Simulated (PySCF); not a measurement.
Pentyl formate, C6H12O2.
Numbering: `[CH3:1][CH2:2][CH2:3][CH2:4][CH2:5][O:6][CH:7]=[O:8]` (hydrogens: H9, H10, H11 on C1; H12, H13 on C2; H14, H15 on C3; H16, H17 on C4; H18, H19 on C5; H20 on C7)

Computed, not measured: PBE0-D3(BJ)/def2-SVP geometry optimisation, gas phase in PySCF.

Problem. List the bond lengths, angles and torsions at this level.

Solution. 
```tsv
bond	length (pm)	order
C1–C2	152.0	single
C2–C3	152.3	single
C3–C4	152.1	single
C4–C5	151.5	single
C5–O6	142.9	single
O6–C7	132.9	single
C7=O8	119.8	double
C1–H9, C1–H10, C1–H11	110.1	single
C2–H12, C2–H13	110.4	single
C3–H14, C3–H15	110.5	single
C4–H16, C4–H17	110.3	single
C5–H18, C5–H19	110.0	single
C7–H20	111.0	single
```

Bonds in one row agree within 1 pm and their mean is given. Orders are formal, as drawn. A selection of angles:
```tsv
angle	degrees
C2–C1–H9	111.3
H9–C1–H10	107.6
C1–C2–C3	113.3
C1–C2–H12	109.8
C3–C2–H12	109.0
H12–C2–H13	105.7
C2–C3–C4	113.4
C2–C3–H14	109.2
C4–C3–H14	109.6
H14–C3–H15	105.7
C3–C4–C5	112.3
C3–C4–H16	109.8
C5–C4–H16	108.8
H16–C4–H17	106.9
C4–C5–O6	111.7
C4–C5–H18	110.7
O6–C5–H18	109.1
O6–C5–H19	105.1
H18–C5–H19	108.9
C5–O6–C7	116.8
O6–C7–O8	126.0
O6–C7–H20	109.1
O8–C7–H20	124.9
```

Torsions: C1–C2–C3–C4 -179° (antiperiplanar); C2–C3–C4–C5 180° (antiperiplanar); C3–C4–C5–O6 -176° (antiperiplanar); C4–C5–O6–C7 -85° (synclinal); C5–O6–C7–O8 -1° (synperiplanar). The mirror-image conformer, all signs reversed, is as good.

The C–O distances run from 1.198 Å (C7=O8, drawn double) to 1.429 Å (C5–O6, drawn single), a spread of 0.231 Å. Of the pairs four or more bonds apart, O8···H18 is among the closest relative to their van der Waals radii: 2.42 Å, 89 % of the sum of Bondi's values.

Point group: C1 (no symmetry element, even within 0.4 Å). No frequency check. The numbers are those of one conformer.
